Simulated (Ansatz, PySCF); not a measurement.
Species: sum formula BNH₃, charge -1, multiplicity 1. 
Coordinates optimised at B3LYP-D3(BJ)/def2-TZVP (Ansatz, a first-principles code):
```xyz
5

B     -0.6383     0.1945     0.0007
N      0.6308    -0.3210    -0.0035
H     -1.6181    -0.5536    -0.0214
H     -0.9331     1.4001     0.0258
H      1.3271     0.4282     0.0170
```
Charge -1, spin multiplicity 1.

Total electronic energies in hartree. Correlated levels leave the core frozen unless marked. No spin-orbit coupling. Non-relativistic. CBS(X,Y): correlation extrapolated as X^-3; Hartree-Fock from the larger set.

```json
[
 {"level": "SVWN5/def2-TZVPD", "program": "Ansatz", "energy (Eh)": "-80.69595"},
 {"level": "BLYP/def2-TZVPD", "program": "Ansatz", "energy (Eh)": "-81.42130"},
 {"level": "M06-L-D4/def2-TZVPD", "program": "PySCF + dftd4", "energy (Eh)": "-81.43742"},
 {"level": "BHLYP/def2-TZVPD", "program": "Ansatz", "energy (Eh)": "-81.39883"},
 {"level": "PBE-QIDH/def2-TZVPD", "program": "Ansatz", "energy (Eh)": "-81.32748"},
 {"level": "RI-MP2/aug-cc-pVTZ", "program": "Ansatz", "energy (Eh)": "-81.24542"},
 {"level": "CCSD/CBS(def2-TZVPPD,def2-QZVPPD)", "program": "Ansatz", "energy (Eh)": "-81.2910"},
 {"level": "CCSD(T)/cc-pVDZ", "program": "PySCF", "energy (Eh)": "-81.16680"},
 {"level": "CCSD(T)/CBS(def2-TZVPPD,def2-QZVPPD)", "program": "Ansatz", "energy (Eh)": "-81.3096"}
]
```

Totals of different functionals don't rank their quality; only differences between species are comparable.
